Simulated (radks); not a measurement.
The antimony ion Sb+, 50 electrons, occupied as [Kr] 4d9.75 5s2 5p2 6p0.25 (fractional occupations, a model configuration). All-electron calculation, non-relativistic Kohn-Sham, TPSS, spin-unpolarised, spherical densities, point nucleus; meta-GGA in the generalised Kohn-Sham scheme; relativity is left out, which matters for an element this heavy. Program: a radial shooting solver on a logarithmic mesh with Libxc functionals. Some entries of the table are withheld. Estimate them.

orbital  occ.  eigenvalue (hartree)  <r> (bohr)
1s          2                   (1)     0.02981
2s          2                   (2)      0.1286
2p          6             -149.7843      0.1097
3s          2             -31.68871      0.3435
3p          6             -27.47240         (3)
3d         10             -19.68391      0.3057
4s          2              -5.53534      0.8203
4p          6              -4.10670      0.8638
4d       9.75              -1.71850       1.013
5s          2              -0.78211       2.207
5p          2              -0.49091       2.612
6p       0.25              -0.13036       7.234

Answer. 
(1) 1s eigenvalue (hartree): -1073.525
(2) 2s eigenvalue (hartree): -159.9287
(3) 3p <r> (bohr): 0.3345
